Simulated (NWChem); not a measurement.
Species: C2H5AlFN; SMILES [F][Al]([NH2])[CH]=C

```xyz
10

Al     0.0830    -0.4822     0.0000
F      1.1797    -1.7402     0.0000
C      0.7162     1.3478     0.0000
C     -0.1077     2.4069     0.0000
H      1.7936     1.5654     0.0000
H      0.2585     3.4418     0.0000
H     -1.2003     2.3027     0.0000
N     -1.6263    -0.9190     0.0000
H     -1.9706    -1.8725     0.0000
H     -2.4053    -0.2714     0.0000
```
Atoms are numbered in this order, from 1.

Computed with NWChem. Pople sets run with spherical d functions. STO-3G and 3-21G are far too small for this property and stand as cheap habits. All runs use the structure optimised with PBE0/def2-SVP. GIAO values for the isolated, static molecule; σ is the absolute isotropic shielding, δ = σ(reference) − σ with the isolated reference molecule computed at the same levels (13C: tetramethylsilane, 19F: trichlorofluoromethane, 1H: tetramethylsilane).

For level Hartree-Fock/6-31G*:

```yaml
"σ Al1 (ppm)": 510.7
"δ F2 (ppm)": -113.8
"δ C4 (ppm)": 143.9
"δ H5 (ppm)": 5.98
"δ H7 (ppm)": 6.31
"δ H9 (ppm)": 0.08
"δ H10 (ppm)": 0.20
```

Question: Estimate the same quantities for level Hartree-Fock/STO-3G.

Answer: σ Al1 (ppm): 471.9
δ F2 (ppm): -125.7
δ C4 (ppm): 126.2
δ H5 (ppm): 6.74
δ H7 (ppm): 5.92
δ H9 (ppm): -0.72
δ H10 (ppm): -0.52
